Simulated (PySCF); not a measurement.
# UHF on Ho (holmium, neutral)

Configuration: [Xe] 4f10 5d1 6s2, one real determinant (an excited configuration). Computed with PySCF 2.14 in x2c-TZVPPall (11s7p7d4f2g, 113 functions), with the spin-free X2C one-electron Hamiltonian (Gaussian nucleus).

| Property | Result |
| --- | --- |
| Total energy | -12611.390610 hartree |
| One-electron energy | -17275.5500 hartree |
| Hartree (Coulomb) energy | 4934.1509 hartree |
| Exchange energy | -269.9916 hartree |
| ⟨S²⟩ | 8.8422 |
| ⟨L²⟩ | 40.319 |
| Sum of ⟨r⟩ | 44.94 bohr |
| Sum of ⟨r²⟩ | 81.32 bohr² |
| Traceless quadrupole moment −½Σ⟨3z² − r²⟩ along its main axis | 0.749 e·bohr² |
| Langevin diamagnetic susceptibility | -64.4 ×10⁻⁶ cm³/mol |

```csv
shell,electrons,mean orbital energy (hartree),spread (hartree),"rms radius, mean of both spins (bohr)"
1s α,1,-2054.32373,0,0.0236
1s β,1,-2054.32325,0,0.0236
2s α,1,-348.47073,0,0.0952
2s β,1,-348.46518,0,0.0952
2p α,3,-309.14416,0.00293,0.0859
2p β,3,-309.13915,0.00066,0.0859
3s α,1,-80.09189,0,0.245
3s β,1,-79.97900,0,0.245
3p α,3,-67.79638,0.01248,0.245
3p β,3,-67.66857,0.00506,0.245
3d α,5,-51.84654,0.02058,0.225
3d β,5,-51.70869,0.02230,0.225
4s α,1,-17.12530,0,0.551
4s β,1,-16.84219,0,0.551
4p α,3,-12.97835,0.02012,0.585
4p β,3,-12.66641,0.00140,0.585
4d α,5,-7.21915,0.04266,0.643
4d β,5,-6.81629,0.07731,0.643
5s α,1,-2.48129,0,1.36
5s β,1,-2.36726,0,1.36
5p α,3,-1.37545,0.03133,1.60
5p β,3,-1.27019,0.02648,1.60
4f α,7,-0.85377,0.04798,0.868
4f β,3,-0.69030,0.00462,0.868
5d α,1,-0.22673,0,2.92
6s α,1,-0.22000,0,4.38
6s β,1,-0.19820,0,4.38
```

⟨L²⟩ = 40.32 against 72 for a pure L term, so this real determinant mixes terms. Spin-orbit coupling, absent here, splits the open shell strongly. ⟨S²⟩ = 8.84 against 8.75 shows spin contamination.

Densities and radii are taken from the X2C orbitals without a picture-change correction, which distorts them close to the nucleus.

Spin-orbit constants ζ (cm⁻¹) from the X2C one-electron operator on these orbitals: bare nucleus, nucleus screened by l(l+1)(2l+1)/3 electrons, and screened by the Breit-Pauli mean field of the electrons.

| shell | bare | screened nucleus | mean field |
| --- | --- | --- | --- |
| 2p | 4408000 | 4276000 | n/a |
| 3p | 929900 | 902100 | n/a |
| 3d | 145400 | 123700 | n/a |
| 4p | 206000 | 199900 | n/a |
| 4d | 27320 | 23240 | n/a |
| 4f | 4119 | 2397 | n/a |
| 5p | 25580 | 24820 | n/a |
| 5d | 1177 | 1001 | n/a |

To first order the Landé constant is A = -309.5 cm⁻¹, so the lowest level has J = 21/2 and lies 0.768 eV below the centre of the term. This holds in LS coupling only.
